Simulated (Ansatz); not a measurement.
Born–Oppenheimer molecular dynamics of Al$_{2}$FH$_{4}$N (8 atoms, charge 0, multiplicity 1). It starts from a relaxed structure.

Level of theory: RKS B3LYP-D4/6-31G (Ansatz).

- ensemble: NVE (Milne-controlled integrator)
- time step: 1 fs
- steps asked: 400
- starting velocities drawn for: 500 K
- seed: 746886

First frame:

```xyz
8
Properties=species:S:1:pos:R:3
F -2.991 0.064 0.722
Al -1.350 -0.431 0.689
N -0.204 0.495 -0.345
Al 1.569 0.164 -0.556
H -0.921 -1.675 1.567
H -0.582 1.285 -0.868
H 2.411 1.116 -1.526
H 2.161 -1.074 0.261
```

**Question.** How far do the bonds stretch over the last three quarters of this one trajectory? (Pairs bonded in most of those frames.)

**Answer.** 
| bond | mean (Å) | spread (Å) | shortest | longest |
| --- | --- | --- | --- | --- |
| F1–Al2 | 1.715 | 0.019 | 1.67 | 1.76 |
| Al2–N3 | 1.805 | 0.031 | 1.74 | 1.86 |
| Al2–H5 | 1.588 | 0.007 | 1.57 | 1.61 |
| N3–Al4 | 1.820 | 0.029 | 1.75 | 1.88 |
| N3–H6 | 1.023 | 0.023 | 0.99 | 1.06 |
| Al4–H7 | 1.603 | 0.029 | 1.54 | 1.66 |
| Al4–H8 | 1.605 | 0.052 | 1.52 | 1.69 |

Mean temperature of the second half: 254 K. The conserved energy stayed within 0.16 meV per atom of its start (net change 0.028 meV per atom), so the integration is sound. Over the second half the temperature averaged 0.51 of the 500 K drawn at the start: a run that starts near a minimum puts about half its kinetic energy into the potential. A run of 0.4 ps of so small a system gives no equilibrium averages. Limits of this set-up: no polarisation functions.

Run time: 12 min on 1 thread of Arm Neoverse V1, on a shared host, peak memory 0.1 GiB.
